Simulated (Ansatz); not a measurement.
## Nudged elastic band run: ClH$_{5}$OSn

Input:

```yaml
crystal:
  periodic: [false, false, false]
  atoms:
    - { symbol: Sn, position_ang: [-0.32993, -0.493189, -0.360409] }
    - { symbol: O, position_ang: [0.045764, 0.250504, 1.436631] }
    - { symbol: H, position_ang: [-0.745229, 0.360256, 1.977846] }
    - { symbol: H, position_ang: [1.139927, -0.341449, -1.200334] }
    - { symbol: Cl, position_ang: [-1.942232, 0.892396, -1.373204] }
    - { symbol: H, position_ang: [-1.044736, -2.040898, -0.230514] }
    - { symbol: H, position_ang: [1.676645, 2.681547, 2.674659] }
    - { symbol: H, position_ang: [1.32269, 2.086733, 2.351026] }
basis:
  gaussian: { orbitals: def2-SVP }
hamiltonian:
  xc: pbe0
neb:
  order_check: false
  images: 6
  f_tol: 0.03
  max_iterations: 60
  climbing: false
  final_atoms:
    - { symbol: Sn, position_ang: [-0.34343935, 0.53690846, -0.24163036] }
    - { symbol: O, position_ang: [0.92345525, 0.06677471, 2.14465863] }
    - { symbol: H, position_ang: [0.41848432, -0.47153229, 2.76493486] }
    - { symbol: H, position_ang: [1.13253311, -0.11740716, -0.77902529] }
    - { symbol: Cl, position_ang: [-1.51436174, 0.98076164, -2.27459947] }
    - { symbol: H, position_ang: [-1.3873606, -0.55391028, 0.55593561] }
    - { symbol: H, position_ang: [-0.24512766, 2.08716855, 0.46823641] }
    - { symbol: H, position_ang: [1.13871568, 0.86713635, 2.63719062] }
  initial_path:
    images:
      - { positions_ang: [[-0.32993, -0.493189, -0.360409], [0.045764, 0.250504, 1.436631], [-0.745229, 0.360256, 1.977846], [1.139927, -0.341449, -1.200334], [-1.942232, 0.892396, -1.373204], [-1.044736, -2.040898, -0.230514], [1.676645, 2.681547, 2.674659], [1.32269, 2.086733, 2.351026]] }
      - { positions_ang: [[-0.24438984, -0.36885818, -0.24523247], [0.06653312, 0.2219272, 1.69429319], [-0.74919739, 0.22317373, 2.20106796], [1.26246786, -0.26496993, -1.0409986], [-1.75016167, 1.1523741, -1.22466168], [-0.98777771, -1.89842467, -0.26539545], [1.40439088, 2.42621201, 2.0457254], [1.12103375, 1.90446574, 2.11090267]] }
      - { positions_ang: [[-0.15884968, -0.24452737, -0.13005594], [0.08730224, 0.1933504, 1.95195538], [-0.75316577, 0.08609145, 2.42428992], [1.38500871, -0.18849085, -0.88166321], [-1.55809134, 1.4123522, -1.07611937], [-0.93081942, -1.75595133, -0.30027691], [1.13213676, 2.17087702, 1.4167918], [0.9193775, 1.72219848, 1.87077933]] }
      - { positions_ang: [[-0.07330951, -0.12019655, -0.01487941], [0.10807135, 0.1647736, 2.20961758], [-0.75713416, -0.05099082, 2.64751187], [1.50754957, -0.11201178, -0.72232781], [-1.36602102, 1.6723303, -0.92757705], [-0.87386113, -1.613478, -0.33515836], [0.85988264, 1.91554203, 0.78785819], [0.71772125, 1.53993122, 1.630656]] }
      - { positions_ang: [[-0.07523942, 0.02696023, 0.00208896], [0.23345582, 0.13852656, 2.31076438], [-0.5908894, -0.16981772, 2.75995314], [1.5064933, -0.0800058, -0.66214086], [-1.30489669, 1.68495397, -1.05634783], [-0.92280751, -1.40105118, -0.22280842], [0.58534369, 1.83063082, 0.47265497], [0.69143921, 1.36570312, 1.67153666]] }
      - { positions_ang: [[-0.1646394, 0.19694297, -0.07915081], [0.46345563, 0.11460928, 2.2553958], [-0.25443149, -0.27038924, 2.76161371], [1.38183991, -0.09247292, -0.70110233], [-1.37471838, 1.45022319, -1.46243171], [-1.07765854, -1.11867088, 0.03677292], [0.30851991, 1.9161434, 0.47118211], [0.84053137, 1.1995142, 1.99342131]] }
      - { positions_ang: [[-0.25403937, 0.36692572, -0.16039059], [0.69345544, 0.090692, 2.20002721], [0.08202641, -0.37096076, 2.76327429], [1.25718651, -0.10494004, -0.74006381], [-1.44454006, 1.21549242, -1.86851559], [-1.23250957, -0.83629058, 0.29635426], [0.03169612, 2.00165597, 0.46970926], [0.98962352, 1.03332528, 2.31530597]] }
      - { positions_ang: [[-0.34343935, 0.53690846, -0.24163036], [0.92345525, 0.06677471, 2.14465863], [0.41848432, -0.47153229, 2.76493486], [1.13253311, -0.11740716, -0.77902529], [-1.51436174, 0.98076164, -2.27459947], [-1.3873606, -0.55391028, 0.55593561], [-0.24512766, 2.08716855, 0.46823641], [1.13871568, 0.86713635, 2.63719062]] }
```

Launched with:

```bash
$ ansatz run input.yaml --threads 2 --pin off --max-ram 3072MiB --backend cpu --events-out ev --progress --plain --runs-dir out
```

Output, in part (warnings, iteration lines, the closing report on the highest movable image, with atoms numbered from 0):

```
NEB end point (image 0): max|allowed force component| = 2.186e-2 eV/Å (the criterion of neb.relax_end_points is 1.000e-2)
NEB end point (image 7): max|allowed force component| = 1.701e-2 eV/Å (the criterion of neb.relax_end_points is 1.000e-2)
NEB iter   1: max|band force component| = 8.926e0 eV/Å  barrier→ = 2.6842 eV  barrier← = 3.0870 eV  Δτ_max = 0.2000 Å  (191 SCF iters)
NEB iter   2: max|band force component| = 2.168e0 eV/Å  barrier→ = 1.6377 eV  barrier← = 2.0405 eV  Δτ_max = 0.2000 Å  (171 SCF iters)
NEB iter   3: max|band force component| = 1.789e0 eV/Å  barrier→ = 1.3549 eV  barrier← = 1.7576 eV  Δτ_max = 0.2000 Å  (159 SCF iters)
NEB iter   4: max|band force component| = 1.666e0 eV/Å  barrier→ = 1.2421 eV  barrier← = 1.6449 eV  Δτ_max = 0.2000 Å  (158 SCF iters)
NEB iter   5: max|band force component| = 7.983e-1 eV/Å  barrier→ = 1.1141 eV  barrier← = 1.5169 eV  Δτ_max = 0.1478 Å  (153 SCF iters)
NEB iter   6: max|band force component| = 7.326e-1 eV/Å  barrier→ = 0.9534 eV  barrier← = 1.3561 eV  Δτ_max = 0.1802 Å  (153 SCF iters)
NEB iter   7: max|band force component| = 5.726e-1 eV/Å  barrier→ = 0.7898 eV  barrier← = 1.1926 eV  Δτ_max = 0.0885 Å  (152 SCF iters)
NEB iter   8: max|band force component| = 4.609e-1 eV/Å  barrier→ = 0.7068 eV  barrier← = 1.1096 eV  Δτ_max = 0.0529 Å  (149 SCF iters)
NEB iter   9: max|band force component| = 2.018e-1 eV/Å  barrier→ = 0.6912 eV  barrier← = 1.0940 eV  Δτ_max = 0.0475 Å  (153 SCF iters)
NEB iter  10: max|band force component| = 1.125e-1 eV/Å  barrier→ = 0.6904 eV  barrier← = 1.0931 eV  Δτ_max = 0.0977 Å  (149 SCF iters)
NEB iter  11: max|band force component| = 1.665e-1 eV/Å  barrier→ = 0.6811 eV  barrier← = 1.0838 eV  Δτ_max = 0.0506 Å  (153 SCF iters)
NEB iter  12: max|band force component| = 5.835e-1 eV/Å  barrier→ = 0.6683 eV  barrier← = 1.0710 eV  Δτ_max = 0.0250 Å  (152 SCF iters)
NEB iter  13: max|band force component| = 1.249e-1 eV/Å  barrier→ = 0.6866 eV  barrier← = 1.0893 eV  Δτ_max = 0.0502 Å  (152 SCF iters)
NEB iter  14: max|band force component| = 1.113e-1 eV/Å  barrier→ = 0.6817 eV  barrier← = 1.0845 eV  Δτ_max = 0.0483 Å  (149 SCF iters)
NEB iter  15: max|band force component| = 8.160e-2 eV/Å  barrier→ = 0.6855 eV  barrier← = 1.0882 eV  Δτ_max = 0.0341 Å  (148 SCF iters)
NEB iter  16: max|band force component| = 4.316e-2 eV/Å  barrier→ = 0.6810 eV  barrier← = 1.0838 eV  Δτ_max = 0.0231 Å  (143 SCF iters)
NEB iter  17: max|band force component| = 5.383e-2 eV/Å  barrier→ = 0.6895 eV  barrier← = 1.0923 eV  Δτ_max = 0.0116 Å  (136 SCF iters)
NEB iter  18: max|band force component| = 2.219e-2 eV/Å  barrier→ = 0.6901 eV  barrier← = 1.0928 eV  Δτ_max = 0.0000 Å  (269 SCF iters)
Total energy: -20470.20759516 eV, -752.2662539170 hartree
Atom 0 at    -0.035974    -0.072150     0.035419 Å, force    -0.028947    -0.402935     0.126987 eV/Å
Atom 1 at     0.420391    -0.120208     2.017308 Å, force    -0.127285    -0.233360    -0.187085 eV/Å
Atom 2 at    -0.328265    -0.264689     2.608981 Å, force    -0.072155    -0.103584    -0.096867 eV/Å
Atom 3 at     1.500507    -0.230117    -0.666625 Å, force    -0.000754    -0.021277     0.031236 eV/Å
Atom 4 at    -1.101794     1.579839    -1.327384 Å, force     0.112938    -0.027987     0.374490 eV/Å
Atom 5 at    -1.249205    -1.252793     0.012492 Å, force    -0.111026    -0.275647    -0.142284 eV/Å
Atom 6 at     0.407441     2.126338     0.997255 Å, force     0.145813     0.386546     0.269723 eV/Å
Atom 7 at     0.509799     1.629679     1.598254 Å, force     0.081415     0.678245    -0.376200 eV/Å
Dipole moment:    -0.052973    -0.353636     0.190042 e Å
```

It converged. No image climbed, so the highest image needn't sit at the top of the path. A band with more images between the same ends climbed to 1.31 eV, so this one has probably stepped over the top. The orbitals stay closed-shell, which can raise the energy where a bond breaks towards radicals; this wasn't checked here.

Final band (atoms are numbered from 1 in the order of the input):

```tsv
image	path coordinate (Å)	energy (kcal/mol)	H7–H8 (Å)	Sn1–H7 (Å)	O2–H8 (Å)
0	0.00	0.0	0.76	4.83	2.42
1	0.95	0.1	0.76	4.42	2.42
2	1.90	0.5	0.76	3.96	2.44
3	2.84	3.0	0.76	3.21	2.22
4	3.79	15.9	0.79	2.44	1.80
5	4.74	12.9	1.42	1.88	1.02
6	5.69	-6.5	2.05	1.72	0.97
7	6.64	-9.3	2.85	1.71	0.96
```

Time of the run: 120 s on 2 threads of Intel(R) Xeon(R) 6975P-C (Granite Rapids), on a shared host, peak memory 0.2 GiB.
